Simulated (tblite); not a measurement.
Species: C2H8AsOSi2 (doublet state).
SMILES with atom numbers: `[CH2:1]=[CH:2][Si@H:3]([AsH:4])[O:5][SiH3:6]` (hydrogens: H7, H8 on C1; H9 on C2; H10 on Si3; H11 on As4; H12, H13, H14 on Si6)
Bond orders are those of one Lewis drawing.

Computed with GFN2-xTB (tblite), gas phase: L-BFGS steps from a force-field or distance-geometry start until the largest atomic force falls under 0.01 eV/Å.

At the end of the run (lengths in Å): O5–Si6 1.612, Si3–O5 1.638, As4–H11 1.508, C2–Si3 1.888, Si3–As4 2.306, Si6–H13 1.459, Si6–H14 1.468, Si3–O5–Si6 149.6°, As4–Si3–O5 111.5°, C1–C2–Si3 123.3°, C2–Si3–As4 109.9°, C1–C2–Si3–As4 -27°, C2–Si3–O5–Si6 77°, H10–Si3–O5–Si6 -170°, H12–Si6–O5–Si3 -81°.

**Question.** These geometries were met on the way; a selection of coordinates is given. Order them by energy above the end point, lowest first.
A. O5–Si6 1.630, Si3–O5 1.649, As4–H11 1.510, C2–Si3 1.901, Si3–As4 2.312, Si6–H13 1.488, Si6–H14 1.471, Si3–O5–Si6 126.6°, As4–Si3–O5 113.0°, C1–C2–Si3 122.6°, C2–Si3–As4 110.8°, C1–C2–Si3–As4 56°, C2–Si3–O5–Si6 -70°, H10–Si3–O5–Si6 44°, H12–Si6–O5–Si3 55°
B. O5–Si6 1.729, Si3–O5 1.731, As4–H11 1.554, C2–Si3 1.849, Si3–As4 2.307, Si6–H13 1.463, Si6–H14 1.466, Si3–O5–Si6 106.4°, As4–Si3–O5 109.1°, C1–C2–Si3 120.3°, C2–Si3–As4 109.8°, C1–C2–Si3–As4 61°, C2–Si3–O5–Si6 -76°, H10–Si3–O5–Si6 44°, H12–Si6–O5–Si3 60°
C. O5–Si6 1.621, Si3–O5 1.648, As4–H11 1.501, C2–Si3 1.892, Si3–As4 2.314, Si6–H13 1.458, Si6–H14 1.462, Si3–O5–Si6 143.0°, As4–Si3–O5 105.6°, C1–C2–Si3 123.8°, C2–Si3–As4 112.9°, C1–C2–Si3–As4 41°, C2–Si3–O5–Si6 -58°, H10–Si3–O5–Si6 54°, H12–Si6–O5–Si3 44°
D. O5–Si6 1.622, Si3–O5 1.652, As4–H11 1.507, C2–Si3 1.893, Si3–As4 2.277, Si6–H13 1.475, Si6–H14 1.442, Si3–O5–Si6 115.7°, As4–Si3–O5 114.7°, C1–C2–Si3 120.5°, C2–Si3–As4 110.0°, C1–C2–Si3–As4 62°, C2–Si3–O5–Si6 -74°, H10–Si3–O5–Si6 41°, H12–Si6–O5–Si3 58°
E. O5–Si6 1.624, Si3–O5 1.647, As4–H11 1.500, C2–Si3 1.902, Si3–As4 2.304, Si6–H13 1.464, Si6–H14 1.456, Si3–O5–Si6 132.9°, As4–Si3–O5 108.6°, C1–C2–Si3 125.3°, C2–Si3–As4 111.1°, C1–C2–Si3–As4 49°, C2–Si3–O5–Si6 -68°, H10–Si3–O5–Si6 46°, H12–Si6–O5–Si3 53°

**Answer.** C (0.100 eV), E (0.162 eV), A (0.262 eV), D (0.451 eV), B (0.787 eV).

```csv
step,E above end (eV),"rms distance from the end, all atoms (Å)",largest force (eV/Å),rms shift of all bonds from the end (Å)
23,0.100,0.799,0.197,0.005
14,0.162,0.868,0.287,0.008
11,0.262,0.939,0.464,0.014
3,0.451,1.002,0.807,0.013
0,0.787,1.018,3.040,0.045
```

Rows stand in the order of the answer.
